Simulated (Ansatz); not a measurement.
Two isomers of CH4BNO: A = `OC1BN1`, B = `N=CBO`.

Gas-phase electronic energies from Ansatz, PBE0-D4/def2-TZVP geometries. CBS: MP2 limit from def2 TZ/QZ plus the TZ coupled-cluster correction, frozen cores. Functionals use def2-TZVPP. B3LYP here is the variant with VWN-RPA as its local correlation; programs differ in this. One conformer a species, not always the lowest.

Task: Which isomer does CCSD(T)/CBS put lower? Give the gap. (Best estimate.)

Result: Computed: B, by 39.1 kcal/mol.

Task: Give E(B) − E(A) in kcal/mol with B2PLYP, B3LYP, MP2/def2-TZVPP, r2SCAN-D4, HF/def2-TZVPP, CCSD/def2-TZVPP, LDA (SPW92). (Estimate.)

Result: The calculation gave: B2PLYP -39.3, B3LYP -38.6, MP2/def2-TZVPP -38.1, r2SCAN-D4 -35.8, HF/def2-TZVPP -43.8, CCSD/def2-TZVPP -40.3, LDA (SPW92) -28.5. None reverses the order clearly.

Task: Does the order hold for the free energy at 298.15 K (harmonic terms from PBE0-D4)? (Best estimate.)

Result: Ansatz gave: Yes: G(B) − G(A) = -38.8 kcal/mol, for one conformer each.

Largest T1 diagnostic: 0.014.

At CCSD(T), def2-SVP lies −2.0 kcal/mol from the extrapolated value and def2-TZVPP −1.2 kcal/mol. In def2-TZVPP, CCSD(T) changes the Hartree–Fock value by +3.5 kcal/mol (the triples alone add −0.1 kcal/mol) and MP2 by +5.7 kcal/mol.
